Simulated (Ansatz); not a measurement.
GeH4 (SMILES [GeH4]), charge 0, multiplicity 1, relaxed at each level with Ansatz (a first-principles code); harmonic frequencies from differences of analytic forces, average atomic masses, frozen cores.

```
level                         harmonic frequencies (cm⁻¹)  ZPE (eV)  cost over HF/def2-TZVPP (rough)
----------------  ---------------------------------------  --------  -------------------------------
HF/def2-TZVPP     906 906 906 987 987 2224 2224 2224 2248     0.844                               ×1
PBE/def2-TZVPP    785 785 785 893 893 2085 2101 2101 2101     0.777                               ×1
B3LYP/def2-TZVPP  823 823 823 924 924 2139 2144 2144 2144     0.799                               ×1
PBE0/def2-TZVPP   819 819 819 923 923 2157 2163 2163 2163     0.803                               ×1
CCSD(T)/cc-pVDZ   838 838 838 926 926 2165 2165 2165 2171     0.808                             ×0.7
CCSD(T)/cc-pVTZ   834 834 834 925 925 2159 2159 2159 2165     0.805                               ×7
```

Measured: fundamentals as far as tabulated 2106, 931, 2114, 819 cm⁻¹ [NIST CCCBDB]. Measured modes stand in the spectroscopists' order.
